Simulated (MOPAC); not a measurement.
Job for MOPAC: PM6 on MgC-, 2S+1 = 4, a spin state set in the input, which need not be the lowest, a point of a bond scan (R = 2.334 Å). Charge -1.

```
PM6 1SCF PRECISE CHARGE=-1 UHF MS=1.5 THREADS=1
CMg

C      0.00000000 1     0.00000000 1     0.00000000 1
Mg     0.00000000 1     0.00000000 1     2.33351200 1
```

The log:

```
*******************************************************************************
 **                                                                           **
 **                              MOPAC v23.2.5                                **
 **                                                                           **
 *******************************************************************************
 ** MOPAC's Digital Object Identifier: https://doi.org/10.5281/zenodo.6511958 **
 **                                                                           **
 ** Please cite the open-source release paper for use of this MOPAC version:  **
 ** J. E. Moussa and J. J. P. Stewart (2026)                                  **
 ** MOPAC: An open-source semiempirical molecular orbital program             **
 ** J. Open Source Softw., 11(119), 8025, https://doi.org/10.21105/joss.08025 **
 *******************************************************************************

                              PM6 CALCULATION RESULTS

 *******************************************************************************
 *  PM6        - The PM6 Hamiltonian to be used
 *  UHF        - UNRESTRICTED HARTREE-FOCK CALCULATION
 *
 *
 *
 *                 CHARGE ON SYSTEM = -1
 *
 *
 *
 *  MS=        - IN MECI, MAGNETIC COMPONENT OF SPIN =  1.5
 *  PRECISE    - TIGHTER CRITERIA TO BE USED
 *  1SCF       - DO 1 SCF AND THEN STOP
 *  THREADS=1  - MULTI-THREADING NOT USED
 *  T=         - A TIME OF 172800.0 SECONDS REQUESTED
 *  DUMP=N     - RESTART FILE WRITTEN EVERY 7200.0 SECONDS REQUESTED
 *******************************************************************************
PM6 1SCF PRECISE CHARGE=-1 UHF MS=1.5 THREADS=1
 CMg

   ATOM   CHEMICAL          X               Y               Z
  NUMBER   SYMBOL      (ANGSTROMS)     (ANGSTROMS)     (ANGSTROMS)

     1       C          0.00000000  *   0.00000000  *   0.00000000  *
     2      Mg          0.00000000  *   0.00000000  *   2.33351200  *



          CARTESIAN COORDINATES

    NO.       ATOM           X           Y           Z

     1         C          0.0000      0.0000      0.0000
     2        Mg          0.0000      0.0000      2.3335

 General Reference for PM6:
 "Optimization of Parameters for Semiempirical Methods V: Modification of NDDO Approximations
 and Application to 70 Elements", J. J. P. Stewart, J. Mol. Mod., 13, 1173-1213 (2007)
 URL: https://link.springer.com/article/10.1007/s00894-007-0233-4

           Empirical Formula: C Mg  =     2 atoms



      MOLECULAR POINT GROUP   :   C*v


          UHF CALCULATION, NO. OF ALPHA ELECTRONS =    5
                           NO. OF BETA  ELECTRONS =    2

 -------------------------------------------------------------------------------
 PM6 1SCF PRECISE CHARGE=-1 UHF MS=1.5 THREADS=1
 CMg



     1SCF WAS SPECIFIED, SO BFGS WAS NOT USED
     SCF FIELD WAS ACHIEVED


                              PM6 CALCULATION
                                                       MOPAC v23.2.5 Linux




          FINAL HEAT OF FORMATION =        128.85932 KCAL/MOL =     539.14739 KJ/MOL


          COSMO AREA              =         79.40 SQUARE ANGSTROMS
          COSMO VOLUME            =         61.17 CUBIC ANGSTROMS

          IONIZATION POTENTIAL    =          2.171111 EV
          ALPHA SOMO LUMO (EV)    =         -2.171  6.321
          BETA  SOMO LUMO (EV)    =         -3.911  2.875
          NO. OF ALPHA ELECTRONS  =          5
          NO. OF BETA  ELECTRONS  =          2
          MOLECULAR WEIGHT        =         36.3160         POINT GROUP:  C*v

          MOLECULAR DIMENSIONS (Angstroms)

            Atom       Atom       Distance
           Mg     2    C     1     2.33351
           Mg     2    C     1     0.00000
            C     1   Mg     2     0.00000


          SCF CALCULATIONS        =          1





   ATOM   CHEMICAL          X               Y               Z
  NUMBER   SYMBOL      (ANGSTROMS)     (ANGSTROMS)     (ANGSTROMS)

     1       C          0.00000000  *   0.00000000  *   0.00000000  *
     2      Mg          0.00000000  *   0.00000000  *   2.33351200  *

                             CARTESIAN COORDINATES

   1    C        0.000000000     0.000000000     0.000000000
   2   Mg        0.000000000     0.000000000     2.333512000


           Empirical Formula: C Mg  =     2 atoms



      MOLECULAR POINT GROUP   :   C*v


          ALPHA EIGENVALUES
 -11.07705  -5.52169  -3.27999  -3.27999  -2.17111   6.32128   7.85249   7.85249


           BETA EIGENVALUES
  -9.66808  -3.91117   2.87487   6.28096   6.28096   7.94108   8.32797   8.32797


              NET ATOMIC CHARGES AND DIPOLE CONTRIBUTIONS

  ATOM NO.   TYPE          CHARGE      No. of ELECS.   s-Pop       p-Pop
    1          C          -0.224668        4.2247     1.87512     2.34954
    2         Mg          -0.775332        2.7753     1.83750     0.93783
 DIPOLE           X         Y         Z       TOTAL
 POINT-CHG.     0.000     0.000    -1.189     1.189
 HYBRID         0.000     0.000    -0.148     0.148
 SUM            0.000     0.000    -1.337     1.337


          ATOMIC ORBITAL ELECTRON POPULATIONS

     Atom    s        px        py        pz
    1  C   1.87512   0.99864   0.99864   0.35226
    2 Mg   1.83750   0.00136   0.00136   0.93512


                    (SZ)    =    1.500000
                    (S**2)  =    3.768949


          ATOMIC ORBITAL SPIN POPULATIONS

    Atom   Total    s     px     py     pz
         Atomic
    1  C  2.2448  0.009  0.999  0.999  0.238
    2 Mg  0.7552 -0.054  0.001  0.001  0.807

 **********************
 *                    *
 * JOB ENDED NORMALLY *
 *                    *
 **********************




 == MOPAC DONE ==
```

The run finished.

Cost: roughly 0.020 core-seconds.
